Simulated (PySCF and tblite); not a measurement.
The numbers below are computed, except where a source is named.
# Dynamics report: rearrangement

System: C₃H₂F₂N₂, numbered as in [F:1][c:2]1[cH:3][c:4]([F:5])[nH:6][n:7]1.

Motion: shift of H on N6 from N6 to N7. The path came from a restrained scan, a climbing-image band and a saddle search at GFN2-xTB; energies are PBE0/pcSseg-1 + D3(BJ), IEF-PCM benzene//PBE0-D3(BJ)/def2-SVP, thermal terms GFN2-xTB. Rate constants are transition-state-theory values, counting equivalent paths, without tunnelling. Run with tblite and PySCF.

```csv
point,symmetry,E(GFN2) kcal/mol,E(DFT) kcal/mol,ZPE change kcal/mol,lowest mode cm⁻¹,dipole D
start,Cs,0.0,0.0,0.00,215,2.79
saddle,Cs,45.4,49.7,-4.00,1642i,2.27
end,Cs,0.0,0.0,0.00,215,2.79
```

| Quantity | Value |
| --- | --- |
| Electronic barrier | 49.7 kcal/mol |
| Barrier with zero-point energy | 45.7 kcal/mol |
| ΔH‡ (298 K) | 45.7 kcal/mol |
| ΔS‡ (298 K, symmetry apart) | -0.1 cal/(mol K) |
| Paths | 2 equivalent paths |
| End point | the same structure with atoms interchanged, or its mirror image |
| Cost | 62 s on 1 thread of Intel Xeon 6975P-C, on a host shared with other jobs (rough), peak memory 0.65 GiB, launched as `OMP_NUM_THREADS=1 python ens_run.py task.json out` |

| T/K | ΔG‡ kcal/mol | k s⁻¹ |
| --- | --- | --- |

ΔG and ΔG‡ leave out symmetry numbers and mirror images; rates count paths: 2 out.

Tunnelling of the moving H, left out here, will speed the real process. In real samples such hydrogens mostly exchange between molecules or through solvent, far faster than by this path.
